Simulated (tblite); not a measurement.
Compound: C7H8ClOP.
Geometry (GFN2-xTB, Å), atoms numbered from 1 in this order:
```xyz
18
C7H8ClOP angstrom
C      2.736   -0.416   -0.525
P      1.764    0.647    0.598
O      2.096    2.068    0.508
C      0.020    0.259    0.295
C     -0.500   -1.005    0.537
C     -1.831   -1.267    0.275
C     -2.636   -0.254   -0.230
Cl    -4.298   -0.582   -0.557
C     -2.129    1.014   -0.469
C     -0.795    1.264   -0.202
H      2.465   -1.463   -0.441
H      2.563   -0.066   -1.543
H      3.789   -0.280   -0.283
H      1.998    0.081    1.854
H      0.137   -1.781    0.936
H     -2.249   -2.244    0.459
H     -2.772    1.789   -0.856
H     -0.367    2.242   -0.369
```

Computed values, GFN2-xTB/tblite, gas phase, harmonic and unscaled. This tight-binding method is rough: wavenumbers can miss measured ones by several per cent, in bad cases by 10 to 20. Modes of hydrogen on phosphorus can be 10 to 20 % off. One conformer, not necessarily the lowest.

Harmonic wavenumbers (cm⁻¹): 46.6, 65.0, 114.9, 155.2, 177.4, 249.9, 272.3, 313.5, 345.1, 368.7, 395.9, 464.1, 525.3, 597.1, 653.6, 719.1, 749.9, 771.7, 808.3, 830.9, 870.7, 910.6, 920.8, 923.0, 961.6, 993.0, 1097.6, 1120.1, 1135.3, 1181.7, 1247.4, 1279.2, 1313.7, 1323.4, 1387.7, 1415.9, 1429.4, 1442.9, 1572.2, 1573.1, 2268.5, 2996.3, 3005.7, 3043.6, 3074.9, 3085.3, 3101.5, 3104.2.

A = 3079, B = 442.4, C = 405.5 MHz; mass 174.000 u (most abundant isotopes); point group C1, symmetry number 1.

Problem. What is the zero-point energy?

Solution. Half the sum of the wavenumbers: 28202 cm⁻¹ = 337.37 kJ/mol.

Problem. Give the ideal-gas entropy at 400 K and 1 bar in the rigid-rotor, harmonic-oscillator model (classical rotation).

Solution. Translation 179.31, rotation 132.29, vibration 170.45: S = 482.1 J/(mol K).

Problem. And Cp and H(400 K) − H(0)?

Solution. Cp = 210.59 J/(mol K), of which vibrations give 177.33 (their classical limit is 48 R = 399.1); H(400 K) − H(0) = 49.21 kJ/mol without the zero-point energy, 35.91 from vibrations.

Problem. Blend soft modes into free rotors: weight 1/[1 + (100 cm⁻¹/ν̃)⁴] for the oscillator and the rest for a rotor with moment μB/(μ + B), μ = h/(8π²ν), B = 10⁻⁴⁴ kg m². What vibrational entropy results?

Solution. 157.78 J/(mol K) in place of 170.45, which changes −T·S at 400 K by +5.07 kJ/mol.

Problem. What must be added to the electronic energy to get the Gibbs energy at 400 K and 1 bar?

Solution. ZPE + [H(400 K) − H(0)] − T·S = 337.37 + 49.21 − 192.82 = 193.76 kJ/mol.

Problem. Which modes carry the vibrational entropy at 400 K?

Solution. 46.6 cm⁻¹: 23.17; 65.0 cm⁻¹: 20.42; 114.9 cm⁻¹: 15.72; 155.2 cm⁻¹: 13.27; 177.4 cm⁻¹: 12.19; 249.9 cm⁻¹: 9.48 J/(mol K); the other 42 give 76.21 together.

Problem. How do the functions run with temperature in this model?

Solution. 
| T (K) | S (J/(mol K)) | Cp (J/(mol K)) | H − H(0) (kJ/mol) | G − H(0) (kJ/mol) | ln q(vib) |
| --- | --- | --- | --- | --- | --- |
| 100 | 300.5 | 78.4 | 5.41 | -24.64 | 1.70 |
| 200 | 368.8 | 123.7 | 15.53 | -58.23 | 4.32 |
| 300 | 427.6 | 169.1 | 30.18 | -98.10 | 7.00 |
| 500 | 532.9 | 244.9 | 72.05 | -194.39 | 12.39 |
| 800 | 664.3 | 312.6 | 156.74 | -374.71 | 20.08 |
| 1000 | 737.2 | 340.3 | 222.19 | -515.03 | 24.80 |

q(vib) and H(0) count from the zero-point level.

Hindered rotation and anharmonicity are outside this model. Other conformers, if any are populated, would add a mixing term that is left out. The structure is chiral; the term R ln 2 for an equal mix with its mirror image is left out.
